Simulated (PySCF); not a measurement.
Al(H)(Cl)(Me) (CH₄AlCl), SMILES [CH3][AlH][Cl].

The structure is a stationary point at PBE0-D3(BJ)/def2-TZVP.

Computed with PBE0/def2-TZVPD (PySCF).

Gas-phase values at a fixed geometry.

| Property | Result |
|---|---|
| total energy | -742.93030 hartree |
| highest occupied level | -8.23 eV |
| lowest empty level | -1.20 eV |
| orbital gap | 7.03 eV |
| dipole moment | 0.394 e·Å |
| quadrupole, principal values (traceless, Buckingham form, about the centre of nuclear charge) | -3.03, -2.35, 5.37 D·Å |
| mean static polarisability | 54.1 bohr³ (8.01 Å³) |
| polarisability, principal values | 45.0, 54.5, 62.7 bohr³ |
